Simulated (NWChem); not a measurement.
System: C$_{3}$H$_{5}$ClSi; SMILES [SiH2](C=C=C)Cl

NWChem input:

```
start job
memory heap 200 mb stack 900 mb global 1100 mb
geometry units angstroms noautoz
  C     -0.207613    -3.231637    -0.469069
  C     -0.278394    -2.073503     0.133722
  C     -0.321670    -0.897430     0.712359
  Si     0.725332     0.509462     0.091660
  Cl    -0.484681     2.054246    -0.586218
  H      0.517392    -3.989113    -0.154790
  H     -0.877979    -3.475890    -1.299318
  H     -0.984885    -0.750078     1.575877
  H      1.573365     0.035597    -1.034479
  H      1.560260     1.073330     1.189640
end
basis spherical
  * library def2-tzvp
end
dft
  xc b3lyp
  iterations 150
  semidirect filesize 400000000
  mulliken
end
task dft energy
```

The geometry was optimised at PBE0/def2-SVP.

### Question
Predict the main results of this run. (B3LYP/def2-TZVP.) Quantities: energy (Ha); highest occupied level (eV); orbital gap (eV); dipole (D).

### Answer
```
Property                       Value
---------------------------  -------
energy (Ha)                  -867.12
highest occupied level (eV)    -7.53
orbital gap (eV)                6.59
dipole (D)                      1.88
```
